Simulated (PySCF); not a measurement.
**Orbital picture of GdH**

PBE at R = 1.929 Å; PySCF, spin-free X2C with a Gaussian nucleus, basis sets Gd x2c-TZVPall, H x2c-TZVPall. State: octet, about 7.1 electrons in the 4f shell (Mulliken). Only the outer orbitals are listed, counted within each symmetry.

| spin | orbital | occ. | ε (eV) | on Gd (%) | main shells (%) |
| --- | --- | --- | --- | --- | --- |
| α | 13σ | 1 | -6.57 | 47 | 53 H s, 21 Gd d, 21 Gd s |
| α | 14σ | 1 | -3.91 | 99 | 67 Gd s, 28 Gd d |
| α | 4δ | 0 | -2.95 | 100 | 100 Gd d |
| α | 4δ | 0 | -2.95 | 100 | 100 Gd d |
| α | 8π | 0 | -2.79 | 100 | 99 Gd d |
| β | 12σ | 1 | -6.50 | 43 | 57 H s, 17 Gd s, 15 Gd d |
| β | 14σ | 1 | -3.59 | 97 | 66 Gd s, 23 Gd d |
| β | 1φ | 0 | -5.21 | 100 | 100 Gd f |
| β | 1φ | 0 | -5.21 | 100 | 100 Gd f |
| β | 3δ | 0 | -5.07 | 100 | 100 Gd f |

Which are the highest filled and the lowest empty level, where do they sit, and how wide is the gap?

Highest filled β 14σ at -3.59 eV (in %: 66 Gd s, 23 Gd d); lowest empty β 1φ at -5.21 eV (in %: 100 Gd f); the gap at PBE is -1.62 eV.

```json
{
  "bond order (Mayer)": "0.96",
  "⟨S²⟩": "15.769",
  "charge on Gd (Mulliken, basis-dependent)": "0.17",
  "charge on Gd (Löwdin, basis-dependent)": "0.16",
  "dipole moment (positive dipole means Gd(−)H(+))": "-1.55 D"
}
```

Spin–orbit coupling is left out. Counting both spins, an empty level lies below a filled one in this solution, because spin and occupation are held. The state is the lowest single determinant that the PBE0 search found; with open d or f shells the true ground state can be another one.
